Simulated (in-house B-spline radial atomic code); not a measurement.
Cl²⁺. Computed with a B-spline radial atomic code. Model: all-electron spherical atom, spin shells full or empty, radial basis limit, no spin-orbit coupling: exact exchange with a local potential (Slater, KLI or optimised effective potential, whose far tail is KLI's), no correlation.

Exchange potential has not reached -1/r at the last radius.

The run also made RPA and GW results, which its time includes.

The Slater potential averages the orbital exchange potentials with the orbital densities as weights, KLI adds orbital constants, and the optimised effective potential minimises the exact-exchange energy among local potentials. So their energies lie above Hartree-Fock in the order OEP, KLI, Slater. All fall off as −1/r, unlike LDA and GGA exchange.

Command:
```bash
python run_gw.py task.json out
```
Settings (nuclear radius in fm, other lengths in bohr, energies in hartree):
```
Z                      17
electrons              15
configuration          [Ne] 3s2 3p3
hamiltonian            x2c
method                 oep
lmax                   9
rms_radius             3.3654
spin_polarised         True
box_radius             17.55
intervals              104
```

Run time, properties included: 9.2 s on 1 thread of Arm Neoverse N1, on a shared host.

Given: hamiltonian one-electron scalar X2C; mean-field start exchange-only OEP.

Computed: energy above Hartree-Fock 4.4814 millihartree.

```
radius (bohr)  r times exchange potential up (hartree bohr)  r times exchange potential down (hartree bohr)
      0.00294                                     -0.040552                                       -0.040465
      0.00359                                     -0.049472                                       -0.049366
      0.00437                                     -0.060136                                       -0.060006
      0.00533                                     -0.073198                                       -0.073038
       0.0065                                     -0.088996                                         -0.0888
      0.00792                                      -0.10797                                        -0.10773
      0.00966                                      -0.13088                                        -0.13058
       0.0118                                      -0.15845                                        -0.15808
       0.0144                                      -0.19094                                        -0.19049
       0.0175                                      -0.22811                                        -0.22755
       0.0213                                             ?                                               ?
        0.026                                      -0.32019                                        -0.31932
       0.0317                                      -0.37336                                        -0.37227
       0.0386                                      -0.42842                                        -0.42707
       0.0471                                      -0.48268                                          -0.481
       0.0574                                      -0.52964                                         -0.5276
         0.07                                      -0.56161                                        -0.55924
       0.0854                                      -0.56735                                        -0.56448
        0.104                                      -0.53746                                        -0.53254
        0.127                                      -0.48884                                        -0.47639
        0.155                                      -0.50535                                         -0.4808
        0.189                                      -0.63435                                        -0.60566
         0.23                                      -0.78975                                        -0.76265
         0.28                                      -0.91723                                        -0.88984
        0.342                                       -1.0089                                         -0.9809
        0.416                                             ?                                               ?
        0.508                                       -1.0043                                        -0.99357
        0.619                                      -0.83372                                        -0.88218
        0.755                                      -0.64198                                        -0.67931
         0.92                                      -0.88253                                        -0.60917
         1.12                                       -1.1384                                        -0.79788
         1.37                                       -1.2875                                        -0.90444
         1.67                                       -1.3628                                        -0.95165
         2.03                                       -1.3634                                        -0.98002
         2.48                                       -1.3058                                        -0.99413
         3.02                                       -1.2269                                        -0.99871
         3.68                                       -1.1549                                        -0.99989
```

(1) What belongs in the row 0.0213?

(2) What belongs in the row 0.416?

```csv
occupied,level (hartree),Hartree-Fock level (hartree)
1s up,-102.42,-106.32
1s down,-102.36,-106.27
2s up,-10.648,-11.707
2s down,-10.598,-11.666
2p up,-8.382,-9.1208
2p down,?,?
3s up,-1.9502,-2.1214
3s down,?,?
3p up,-1.4586,-1.4587
```

(3) What belongs in the row 2p down?

(4) What belongs in the row 3s down?

```
  empty  level (hartree)
3p down          -1.2407
  3d up         -0.79064
  4s up         -0.68286
3d down         -0.62636
4s down          -0.6153
  4p up                ?
4p down         -0.49976
  4d up         -0.37612
```

(5) What belongs in the row 4p up?

Results:

(1) r times exchange potential up (hartree bohr): -0.27112; r times exchange potential down (hartree bohr): -0.27043.

(2) r times exchange potential up (hartree bohr): -1.0461; r times exchange potential down (hartree bohr): -1.0209.

(3) level (hartree): -8.3157; Hartree-Fock level (hartree): -9.0439.

(4) level (hartree): -1.7187; Hartree-Fock level (hartree): -1.7186.

(5) level (hartree): -0.55346.

The highest level, 3p up, differs from Hartree-Fock by +0.0034 eV and the deepest, 1s up, by +106 eV: a local potential can match the highest level but can't give each shell its own exchange.
